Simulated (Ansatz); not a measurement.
Species: H$_{4}$GeO, SMILES `[OH][GeH3]` (charge 0, multiplicity 1).

Problem. Give a relaxed geometry from PBE0-D4/def2-TZVPD run with Ansatz (a first-principles code).

Solution. the end point of this relaxation (outside a Z-matrix the atoms follow the SMILES, hydrogens last).
Z-matrix (Å, degrees):
```
Ge
O 1 1.7847
H 2 0.9595 1 113.05
H 1 1.5308 2 104.19 3 179.84
H 1 1.5407 4 111.53 2 -118.39
H 1 1.5407 4 111.53 5 -123.23
```
